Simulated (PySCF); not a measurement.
Compound: C6H3F3.
Numbering: `[F:1][c:2]1[cH:3][cH:4][cH:5][c:6]([F:7])[c:8]1[F:9]` (hydrogens: H10 on C3; H11 on C4; H12 on C5)

All values: wB97X-D/pcSseg-2 (PySCF, non-relativistic), on one gas-phase PBE0-D3(BJ)/def2-TZVP geometry that isn't relaxed in the solvent. The solvent is an IEF-PCM continuum (cavity from Bondi-type radii × 1.2). Specific hydrogen bonds and non-electrostatic terms are outside this model.

Gas phase at wB97X-D/pcSseg-2: HOMO -9.39 eV, LUMO 1.12 eV, dipole 2.87 D.

**Question.** What does the continuum do to the energy, the frontier levels and the dipole at wB97X-D/pcSseg-2 in chloroform?

**Answer.** 
```csv
solvent,ε,E(solvent) − E(gas) (kcal/mol),polarisation term (kcal/mol),distortion of the solute (kcal/mol),HOMO (eV),LUMO (eV),dipole (D)
chloroform,4.711,-2.32,-2.61,0.29,-9.28,1.27,3.49
```

The first energy column is the sum of the next two and covers electrostatics alone.

**Question.** Which radius a makes the point-dipole formula ΔE = −[(ε − 1)/(2ε + 1)]·μ²/a³ give the value in chloroform, with the gas-phase dipole?

**Answer.** μ = 1.129 au and |ΔE| = 0.00370 Eh give a = 2.63 Å; the farthest nucleus lies 2.68 Å from the centroid of the nuclei, so such a sphere wouldn't even hold the nuclei. The formula assumes a rigid point dipole at the centre of a sphere.

The pairwise dispersion term of wB97X-D wasn't added to the energies; at a given geometry it leaves orbitals and properties as they are.
